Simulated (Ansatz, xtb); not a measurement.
# Two isomers of C2H5ClGeO

Structure I: `Cl/C=C/[O][GeH3]`, a singlet. Structure II: `O=C[CH2][GeH2][Cl]`, a singlet. Both are isolated molecules in the gas phase, relaxed with PBE-D3(BJ)/def2-SVP, each in the lowest conformer that the search found.

I (Å):

```xyz
10

C    -1.4145   -0.0086   -2.5734
C    -1.0517    0.9957   -1.7424
Cl   -2.8540    0.0815   -3.5454
Ge    1.2582   -0.3267   -0.8567
O     0.0387    1.0360   -0.9448
H    -0.8436   -0.9415   -2.7003
H    -1.6713    1.9066   -1.6625
H     0.5271   -1.6049   -0.3725
H     2.2702    0.2152    0.1712
H     1.8719   -0.5240   -2.2665
```

II (Å):

```xyz
10

C    -0.8275   -0.8682    0.0464
C    -0.1060    0.1705   -0.7663
Cl    2.8764   -1.0913    0.1468
Ge    1.6199    0.6831    0.0665
O    -0.9327   -2.0379   -0.2603
H    -1.2696   -0.4747    1.0154
H    -0.6905    1.1155   -0.8055
H     0.1000   -0.2062   -1.7872
H     2.3354    1.7388   -0.8113
H     1.4114    1.1757    1.5204
```

Quicker runs give these differences E(II) − E(I): GFN2-xTB −17.2 kcal/mol; HF/STO-3G −40.8 kcal/mol (at GFN2-xTB geometries); r2SCAN-D4/def2-SVP −34.9 kcal/mol (at GFN2-xTB geometries).

Problem. Estimate E(II) − E(I) at the level CCSD(T)/def2-SVP + ΔMP2/def2-TZVPP.

Solution. Calculated at CCSD(T)/def2-SVP + ΔMP2/def2-TZVPP: E(II) − E(I) = −35.0 kcal/mol, so structure II lies lower.

Level by level:

```json
{"level": "GFN2-xTB", "geometry": "GFN2-xTB", "E(II) − E(I) (kcal/mol)": "−17.2", "departure from the last row (kcal/mol)": "+17.8", "job, with rough time for the two": "optimisation, 0.28 s"}
{"level": "HF/STO-3G", "geometry": "GFN2-xTB", "E(II) − E(I) (kcal/mol)": "−40.8", "departure from the last row (kcal/mol)": "−5.8", "job, with rough time for the two": "single point, 0.95 s"}
{"level": "r2SCAN-D4/def2-SVP", "geometry": "GFN2-xTB", "E(II) − E(I) (kcal/mol)": "−34.9", "departure from the last row (kcal/mol)": "+0.1", "job, with rough time for the two": "single point, 4.6 s"}
{"level": "PBE-D3(BJ)/def2-SVP", "geometry": "PBE-D3(BJ)/def2-SVP", "E(II) − E(I) (kcal/mol)": "−34.3", "departure from the last row (kcal/mol)": "+0.6", "job, with rough time for the two": "optimisation, 58 s"}
{"level": "HF/def2-SVP", "geometry": "PBE-D3(BJ)/def2-SVP", "E(II) − E(I) (kcal/mol)": "−38.8", "departure from the last row (kcal/mol)": "−3.8", "job, with rough time for the two": "part of the CCSD(T) run"}
{"level": "MP2/def2-SVP", "geometry": "PBE-D3(BJ)/def2-SVP", "E(II) − E(I) (kcal/mol)": "−37.1", "departure from the last row (kcal/mol)": "−2.2", "job, with rough time for the two": "part of the CCSD(T) run"}
{"level": "CCSD(T)/def2-SVP", "geometry": "PBE-D3(BJ)/def2-SVP", "E(II) − E(I) (kcal/mol)": "−35.5", "departure from the last row (kcal/mol)": "−0.6", "job, with rough time for the two": "single point"}
{"level": "CCSD(T)/def2-SVP + ΔMP2/def2-TZVPP", "geometry": "PBE-D3(BJ)/def2-SVP", "E(II) − E(I) (kcal/mol)": "−35.0", "departure from the last row (kcal/mol)": "", "job, with rough time for the two": "single point, 64 s"}
```

As drawn, II has 1 C=O, 1 C–C, 1 C–Ge, 1 Cl–Ge, 1 C–H in place of 1 C–Cl, 1 C=C, 1 C–O, 1 Ge–O, 1 Ge–H.

None of the levels shown reverses the order. The largest departure from CCSD(T)/def2-SVP + ΔMP2/def2-TZVPP is that of GFN2-xTB, 17.8 kcal/mol. The last row adds to CCSD(T) the change of the MP2 difference between the two basis sets, here +0.6 kcal/mol.

With thermal terms from frequencies at re-optimised GFN2-xTB minima (ideal gas, soft modes damped towards free rotors, one conformer each, 298.15 K, 1 atm): the zero-point term adds +1.5 kcal/mol; ΔH is −33.3 and ΔG −33.8 kcal/mol.

The correlated steps freeze 17 core orbitals; the filled d shell of Ge is correlated, in a basis made for valence electrons. Run with Ansatz 0.2.0, xtb 6.7.1; the last row on 2 threads of Intel(R) Xeon(R) Processor on a shared host.
